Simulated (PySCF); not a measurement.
Start geometry of `CS(=O)(=O)[CH-]C#N` from GFN2-xTB (Å):
```
atom  x, y, z in Å
C1    -1.2412   -0.6936   -0.4442
S2    -0.3524    0.8349    0.1356
O3    -0.8782    1.9111   -0.7000
O4    -0.6847    0.9200    1.5486
C5     1.3239    0.6613   -0.1474
C6     1.9336   -0.4083    0.4364
N7     2.5047   -1.2744    0.9641
H8    -0.8089   -1.5328    0.0861
H9    -1.0957   -0.7862   -1.5134
H10   -2.2899   -0.5784   -0.2033
H11    1.5943    0.9490   -1.1486
```

**Question.** What comes out of this run: PBE0-D3(BJ)/def2-SVP geometry optimisation, gas phase (PySCF)?

**Answer.** 
```
atom  x, y, z in Å
C1    -1.449   -0.354   -0.277
S2    -0.152    0.848    0.126
O3    -0.491    2.030   -0.689
O4    -0.232    0.937    1.594
C5     1.331    0.235   -0.398
C6     1.966   -0.806    0.274
N7     2.509   -1.687    0.828
H8    -1.213   -1.303    0.223
H9    -1.486   -0.486   -1.366
H10   -2.397    0.056    0.100
H11    1.620    0.536   -1.405
```

The energy falls by 3.7 kcal/mol over 5 energy and gradient evaluations, the largest force component goes from 0.0295 to 4.3e-04 Eh/bohr, and the atoms move by 0.130 Å rms after alignment. The bond that changes most is C1–S2 (S-methyl carbon to sulfonyl sulfur), which shortens by 0.047 Å. Bonds longer at the end by more than 0.005 Å: 8 of 10; shorter: 2. Among the angles that change most is S2–C5–C6, from 116.6° to 121.5°. Among the dihedrals that turn most is O4–S2–C5–C6, from 57° to 40°. Rotational constants go from 4243, 1606, 1547 to 4326, 1543, 1500 MHz. The orientation of the end geometry is arbitrary; only internal coordinates are fixed.

The run used 122 basis functions and 42 SCF cycles in all.

Stationary, but not proved a minimum.

One conformer stands for the species.
